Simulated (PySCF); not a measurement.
Species: C2H7BCl (charge -1).
Bonds: C1–B2, B2–C3, C3–Cl4. Hydrogens: H5, H6, H7 on C1; H8, H9 on B2; H10, H11 on C3.

Torsions of this conformer, `[CH3:1][BH2-:2][CH2:3][Cl:4]`: C1–B2–C3–Cl4 180°.

The closed-shell ground state was solved at several levels (PySCF, density fitting, gas phase, non-relativistic). One conformer (not necessarily the lowest) at the PBE0-D3(BJ)/def2-SVP geometry, without solvent, vibrations or thermal averaging. The geometry's basis has no diffuse functions, a weakness for an anion. No diffuse functions stand in 6-31G*, cc-pVTZ, def2-TZVP, pcSseg-1 and pcSseg-2, which bears on an anion's orbital energies.

```csv
level,basis functions,HOMO (eV),LUMO (eV),gap (eV)
PBE0/pcSseg-1,110,-2.16,5.48,7.64
B3LYP/6-31G*,74,-1.54,5.88,7.42
B3LYP/def2-TZVP,172,-2.08,4.81,6.89
CAM-B3LYP/def2-SVPD,143,-3.71,5.01,8.72
B3LYP/cc-pVTZ,222,-2.06,4.93,6.99
```

(1) What might HF/pcSseg-2 (249 basis functions) give for the same quantities?

(2) Over all these levels, which gives the widest orbital gap and which the narrowest?

(3) How much does the basis alone move the frontier levels among the 3 B3LYP rows?

Results:

(1) HOMO -5.50 eV, LUMO 6.51 eV, gap 12.01 eV.

(2) HF/pcSseg-2 (Hartree–Fock, all exact exchange) has the widest, 12.01 eV, and B3LYP/def2-TZVP (global hybrid, 20 % exact exchange) the narrowest, 6.89 eV. Functional and basis both differ between the two, so the spread mixes both effects.

(3) The HOMO by 0.54 eV and the LUMO by 1.07 eV. By rising basis size (HOMO, LUMO in eV): 6-31G* -1.54, 5.88; def2-TZVP -2.08, 4.81; cc-pVTZ -2.06, 4.93.
